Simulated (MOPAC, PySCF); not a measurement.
[Cr(=O)2(NH2)2], neutral singlet in the gas phase. 

Z-matrix (Å, degrees):
```
Cr
O 1 1.5707
O 1 1.5708 2 115.99
N 1 1.8074 2 107.23 3 -119.64
H 4 1.0243 1 123.21 2 -30.18
H 4 1.0243 5 113.44 1 175.09
N 1 1.8074 2 107.14 3 119.68
H 7 1.0243 1 123.17 2 29.96
H 7 1.0243 8 113.46 1 -175.04
```
Charge 0, spin multiplicity 1.

All levels are single points at this geometry (BP86-D3(BJ)/def2-SVP); Pople sets use spherical d functions. Orbital energies aren't observables, and empty levels follow the basis.

B3LYP/6-311+G** (LANL2DZ on Cr) in PySCF gives dipole (D) = 4.03.

**Question.** Estimate the dipole (D) from each of these levels: B3LYP-D3(BJ)/def2-TZVP in PySCF; PBE-D3(BJ)/def2-TZVP in PySCF; TPSSh-D3(BJ)/def2-TZVP in PySCF; B3LYP/3-21G in PySCF; B3LYP/6-31G* (LANL2DZ on Cr) in PySCF; BP86/6-31G* (LANL2DZ on Cr) in PySCF; M06-2X/6-31G* (LANL2DZ on Cr) in PySCF; PBE/6-31G* (LANL2DZ on Cr) in PySCF; SVWN5/6-31G* (LANL2DZ on Cr) in PySCF; HF/3-21G in PySCF; PM6 in MOPAC; PM7 in MOPAC.

**Answer.** 
```json
[
 {"level": "B3LYP-D3(BJ)/def2-TZVP in PySCF", "dipole (D)": "4.07"},
 {"level": "PBE-D3(BJ)/def2-TZVP in PySCF", "dipole (D)": "3.98"},
 {"level": "TPSSh-D3(BJ)/def2-TZVP in PySCF", "dipole (D)": "4.01"},
 {"level": "B3LYP/3-21G in PySCF", "dipole (D)": "4.20"},
 {"level": "B3LYP/6-31G* (LANL2DZ on Cr) in PySCF", "dipole (D)": "4.07"},
 {"level": "BP86/6-31G* (LANL2DZ on Cr) in PySCF", "dipole (D)": "4.01"},
 {"level": "M06-2X/6-31G* (LANL2DZ on Cr) in PySCF", "dipole (D)": "4.02"},
 {"level": "PBE/6-31G* (LANL2DZ on Cr) in PySCF", "dipole (D)": "3.99"},
 {"level": "SVWN5/6-31G* (LANL2DZ on Cr) in PySCF", "dipole (D)": "4.14"},
 {"level": "HF/3-21G in PySCF", "dipole (D)": "4.27"},
 {"level": "PM6 in MOPAC", "dipole (D)": "4.57"},
 {"level": "PM7 in MOPAC", "dipole (D)": "5.55"}
]
```
